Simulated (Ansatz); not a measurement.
F2O2W, charge -1, doublet, at a GFN2-xTB geometry (such geometries of metal compounds can be far from the true shape) (the multiplicity is a formal guess) (core potentials on W) (a gas-phase anion, which may not be bound at this level). Base run: PBE/def2-SVP in Ansatz (a program for electronic structure).

Geometry (Å):
```xyz
5

W      0.1244    -0.0267     0.0420
O      1.3744    -0.3727    -1.0592
O      0.5153    -0.0328     1.6980
F     -1.0691     1.5065    -0.5188
F     -1.6332    -0.9266    -0.3947
```
Charge -1, spin multiplicity 2.
Orbitals are unrestricted.
All else is at Ansatz's defaults.
Base energy -416.92859 Eh.

Each row names what was changed in the base input (with any setting that the change needs).

| change | ΔE vs base (mEh) |
|---|---|
| base | 0.000 |
| point_charge = charge:0.5 position_ang:4.6992, 0.2441, -0.5102 | -57.280 |
| nuclear_model = gaussian | 0.066 |
| lower_state_search = off | 0.000 |
| forces = on | 0.000 |
| final_grid = 6, 12, 29 | -0.019 |
| point_charge = charge:-1.0 position_ang:1.1317, -4.6554, -0.3568 | 99.629 |
| point_charge = charge:1.0 position_ang:-0.1396, 1.2307, 4.6666 | -117.7 |
| final_grid = 4, 8, 17 | -0.947 |
| accuracy = high | 0.002 |
| lower_state_search = light | 0.000 |

A gas-phase anion may not be bound at this level; its values then depend on the basis.
